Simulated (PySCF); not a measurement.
Exercise with solution: entropy of an ideal gas

SiOBr2, SMILES O=[Si](Br)Br.

Geometry: PBE-D3(BJ)/def2-SVP.

PySCF 2.14.0 with PBE-D3(BJ)/def2-SVP gives the harmonic wavenumbers 122, 215, 243, 347, 501, 1187 cm⁻¹ and the rotational temperatures 0.1716, 0.0471, 0.0370 K. The molar mass is 203.89 g/mol, the symmetry number 2, the spin multiplicity 1.

Q: Work out the entropy at 298.15 K and 1 atm in the rigid-rotor, harmonic-oscillator model.

A: 
Translation (Sackur–Tetrode at 1 atm): S = R[1.5 ln M + 2.5 ln T − 1.16487] = 175.1 J/(mol K).
Rotation: q = (√π/σ) T^1.5/√(θA θB θC) = 264000, S = R[ln q + 3/2] = 116.3 J/(mol K).
Vibration: with u = 1.4388 ν/T, each mode gives R[u/(e^u − 1) − ln(1 − e^−u)]:
```json
[
 {"ν (cm⁻¹)": "122", "modes": "1", "u": "0.59", "S (J/(mol K))": "12.84"},
 {"ν (cm⁻¹)": "215", "modes": "1", "u": "1.04", "S (J/(mol K))": "8.37"},
 {"ν (cm⁻¹)": "243", "modes": "1", "u": "1.17", "S (J/(mol K))": "7.45"},
 {"ν (cm⁻¹)": "347", "modes": "1", "u": "1.67", "S (J/(mol K))": "4.94"},
 {"ν (cm⁻¹)": "501", "modes": "1", "u": "2.42", "S (J/(mol K))": "2.74"},
 {"ν (cm⁻¹)": "1187", "modes": "1", "u": "5.73", "S (J/(mol K))": "0.18"}
]
```
These are all the modes. Sum 36.5 J/(mol K).
Spin: R ln 1 = 0.0 J/(mol K).
Total 327.8 J/(mol K); the program's own thermochemistry gives 327.8. Translation makes up 53 % and vibration 11 %. Anharmonicity, hindered rotation and orbital degeneracy are left out.
